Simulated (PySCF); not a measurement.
**Electric field gradients and quadrupole coupling constants**

Species: C₆H₉N.
Cartesian coordinates in Å at the GFN2-xTB level; atoms count from 1:
```
atom  x, y, z in Å
C1    -2.5280    0.4451   -0.0286
C2    -1.2250   -0.3256    0.1400
C3    -0.0574    0.3947   -0.5466
C4     1.2089   -0.3716   -0.3971
C5     2.2926    0.0864    0.2292
C6     3.4672   -0.6759    0.3661
N7     4.4267   -1.2935    0.4842
H8    -2.7777    0.5474   -1.0827
H9    -3.3435   -0.0735    0.4700
H10   -2.4425    1.4411    0.4009
H11   -1.3335   -1.3261   -0.2843
H12   -0.9997   -0.4382    1.2029
H13   -0.2890    0.4951   -1.6113
H14    0.0535    1.3958   -0.1245
H15    1.2153   -1.3692   -0.8184
H16    2.3246    1.0767    0.6659
```

Field gradients from the B3LYP/pcJ-1 density (PySCF, non-relativistic), principal values in atomic units, ordered |Vxx| ≤ |Vyy| ≤ |Vzz|:

```csv
atom,Vxx,Vyy,Vzz
N7,0.4367,0.5253,-0.9620
```

**Question.** Find the asymmetry η = (Vxx − Vyy)/Vzz and the couplings χ = eQV/h (234.96 MHz × Q in barn × V in au), with Q(14N) = 0.02044 b.

**Answer.** 
| atom | environment | nucleus | η | χzz (MHz) | χxx (MHz) | χyy (MHz) |
| --- | --- | --- | --- | --- | --- | --- |
| N7 | nitrile nitrogen | 14N | 0.09 | -4.620 | 2.097 | 2.523 |

The tensor is traceless: Vxx + Vyy + Vzz = 0.

**Question.** What is Vzz at N7 in SI units (1 au = 9.71736 × 10²¹ V/m²)?

**Answer.** -0.9620 au = -9.349 × 10²¹ V/m².

**Question.** And the gradient at the other heavy atoms, for which no coupling is worked out here?

**Answer.** 
| atom | environment | Vzz (au) | η |
| --- | --- | --- | --- |
| C1 | methyl carbon | 0.052 | 0.12 |
| C2 | chain CH2 carbon | 0.072 | 0.72 |
| C3 | allylic carbon | -0.056 | 0.74 |
| C4 | alkene CH carbon | 0.407 | 0.23 |
| C5 | alkene CH carbon | -0.191 | 0.36 |
| C6 | nitrile carbon | -0.373 | 0.02 |

**Question.** What couplings would deuterons (Q(2H) = 0.00286 b) have in place of the hydrogens, at this geometry?

**Answer.** 
```tsv
atom	bonded to	bond length (Å)	Vzz (au)	η	χzz (kHz)
H8	C1	1.088	0.3027	0.03	203
H9	C1	1.087	0.3044	0.02	205
H10	C1	1.088	0.3028	0.03	204
H11	C2	1.092	0.2913	0.04	196
H12	C2	1.092	0.2899	0.03	195
H13	C3	1.094	0.2880	0.02	194
H14	C3	1.092	0.2902	0.04	195
H15	C4	1.083	0.3050	0.06	205
H16	C5	1.083	0.3094	0.10	208
```

Geometry: GFN2-xTB, one conformer, isolated molecule. GFN2-xTB bond lengths can be off by several hundredths of an ångström, more for odd bonds, and the gradients follow them. With so small a basis the couplings can be 20 % off.

These values come from a run that also computed spin–spin couplings. Hardware: one thread of an Arm Neoverse V1, no GPU, shared host with 32 logical CPUs at a one-minute load of 13. Cost: 63 s wall, 1.2 GiB resident at most.
